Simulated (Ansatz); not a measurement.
Two isomers of C2H5BrSi: A = `Br[SiH]1CC1`, B = `C=C[SiH2]Br`.

Computed with Ansatz on PBE0-D4/def2-TZVP structures; ΔE is electronic, products minus reactants. CCSD(T)/CBS adds triple-zeta CCSD(T) − MP2 to the extrapolated MP2 energy (def2 sets, frozen cores). Functionals use def2-TZVPP. B3LYP here is the variant with VWN-RPA as its local correlation; programs differ in this. For Br outer-core shells are correlated without core-valence functions, which leaves a few kJ/mol of doubt a bond. Scalar relativity is left out up to krypton. One conformer a species, not always the lowest.

A:

Z-matrix (Å, degrees):
```
Si
C 1 1.831
C 1 1.831 2 50.4
Br 1 2.207 2 119.6 3 -105.5
H 1 1.474 2 122.0 3 107.1
H 2 1.086 1 119.8 3 -107.2
H 2 1.085 1 119.3 3 106.5
H 3 1.085 1 119.3 2 -106.5
H 3 1.086 1 119.8 2 107.3
```

B:

Z-matrix (Å, degrees):
```
Si
C 1 1.848
Br 1 2.229 2 110.1
H 1 1.482 2 112.1 3 117.9
H 1 1.482 2 109.5 3 -118.7
C 2 1.330 1 121.7 3 117.7
H 2 1.088 1 119.3 3 -62.5
H 6 1.087 2 121.7 1 -0.8
H 6 1.086 2 122.2 1 179.3
```

Which is lower in electronic energy at CCSD(T)/CBS, and by how much? (Best estimate.)

Computed: B, by 41.9 kJ/mol.

Give E(B) − E(A) in kJ/mol with r2SCAN-D4, HF/def2-TZVPP, ωB97M-V, B3LYP-D4, CCSD/def2-TZVPP, CCSD(T)/def2-TZVPP, PBE0-D4. (Estimate.)

The calculation gave: r2SCAN-D4 -26.9, HF/def2-TZVPP -72.8, ωB97M-V -34.0, B3LYP-D4 -47.5, CCSD/def2-TZVPP -44.3, CCSD(T)/def2-TZVPP -42.4, PBE0-D4 -22.8. None reverses the order clearly.

Largest T1 diagnostic: 0.009.

In def2-TZVPP, CCSD(T) changes the Hartree–Fock value by +30.4 kJ/mol (the triples alone add +1.9 kJ/mol) and MP2 by +40.3 kJ/mol.
